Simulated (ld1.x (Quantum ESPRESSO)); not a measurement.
The numbers below are computed, except where a source is named.
**Potentials for oxygen (O) compared**

Generated with ld1.x 7.5 (TM, RRKJ, ultrasoft, PAW), atompaw 4.2 or ONCVPSP 4.0.1. The cutoff is in Ry: for ld1.x and atompaw files where the sum of valence levels is converged to 10 mRy in a Bessel basis, for ONCV files where the hardest occupied wave has 1 mHa per electron of residual kinetic energy. The error is the largest all-electron minus pseudo excitation energy over each file’s own four to seven test configurations (ionisations up to +4, promotions, holes and added fractions of an electron), all of which were solved. The labels leave out finer settings (local radius, basis sizes, second energies), which also bear on the numbers. Spin-polarised tests are not counted. The rows are a selection from randomly drawn settings: files with unsolved tests, undetermined cutoffs or missed reference levels are left out.

```tsv
potential	cutoff (Ry)	largest error (meV)	bound ghosts
ultrasoft, PBE, non-relativistic, rc 0.75/1.90 (sp), local smoothed, core correction yes, reference 2s2 2p4	55	+50	none
TM, PBEsol, non-relativistic, rc 0.85/1.35/1.45 (spd), local d, core correction yes, reference 2s1.75 2p4.25	80	+1601	none
PAW, BLYP, non-relativistic, rc 0.85/1.60 (sp), local smoothed, core correction yes, reference 2s2 2p3.5	30	-6.3	none
ultrasoft, PBEsol, scalar-relativistic, rc 0.70/1.65/1.55 (spd), local smoothed, core correction yes, reference 2s2 2p2.5	70	+25	none
```

Q: Fill in the row for O: ultrasoft, PBE, scalar-relativistic, rc 0.75/1.35 (sp), local smoothed, core correction no, reference 2s2 2p3.5.

A: cutoff 55 Ry, largest error +69 meV, bound ghosts: none.
